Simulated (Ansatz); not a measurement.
Compare A (`C[NH][SnH2][CH]=O`) with its isomer B (`N=C(O)[CH2][SnH3]`).

Computed with Ansatz on PBE0-D4/def2-TZVP structures; ΔE is electronic, products minus reactants. CBS: MP2 limit from def2 TZ/QZ plus the TZ coupled-cluster correction, frozen cores. Functionals use def2-TZVPP. B3LYP here is the variant with VWN-RPA as its local correlation; programs differ in this. Elements past krypton have def2 core potentials. For Sn outer-core shells are correlated without core-valence functions, which leaves a few kJ/mol of doubt a bond. One conformer a species, not always the lowest.

Problem. Which isomer does CCSD(T)/CBS put lower? Give the gap. (An estimate is asked.)

Solution. The calculation gave: B, by 19.4 kcal/mol.

Problem. Give E(B) − E(A) in kcal/mol with ωB97M-V, HF/def2-TZVPP, r2SCAN-D4, PBE-D4, CCSD(T)/def2-TZVPP, B3LYP-D4, PBE0-D4. (Best estimate.)

Solution. Computed: ωB97M-V -21.4, HF/def2-TZVPP -20.2, r2SCAN-D4 -22.0, PBE-D4 -20.1, CCSD(T)/def2-TZVPP -20.5, B3LYP-D4 -18.9, PBE0-D4 -22.3. None reverses the order clearly.

Largest T1 diagnostic: 0.015.

From PBE to PBE0 (25 % exact exchange), in def2-TZVPP and without D4, E(B) − E(A) moves by −2.3 kcal/mol.
